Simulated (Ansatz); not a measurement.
Species: sum formula BNH2, charge 1, multiplicity 2. 
Structure (B3LYP-D3(BJ)/def2-TZVP (Ansatz, a first-principles code) minimum search):
```xyz
4

B      0.0000     0.0000    -0.7348
N      0.0000     0.0000     0.5701
H      0.0000     0.0000    -1.9032
H      0.0000     0.0000     1.5866
```
Charge +1, spin multiplicity 2.

Basis-set convergence of Hartree-Fock and CCSD(T) correlation energies (hartree) with Ansatz. Correlated levels leave the core frozen unless marked. UHF or UKS for open shells. Spin-orbit coupling is left out. Non-relativistic.

```
basis        functions       E(HF)  E(corr, CCSD(T))
-----------  ---------  ----------  ----------------
aug-cc-pVDZ         64   -79.95992          -0.22531
aug-cc-pVTZ        138  (withheld)        (withheld)
```

Question: Fill in the missing entries.

Answer: 
- aug-cc-pVTZ, E(HF): -79.98000
- aug-cc-pVTZ, E(corr, CCSD(T)): -0.26924
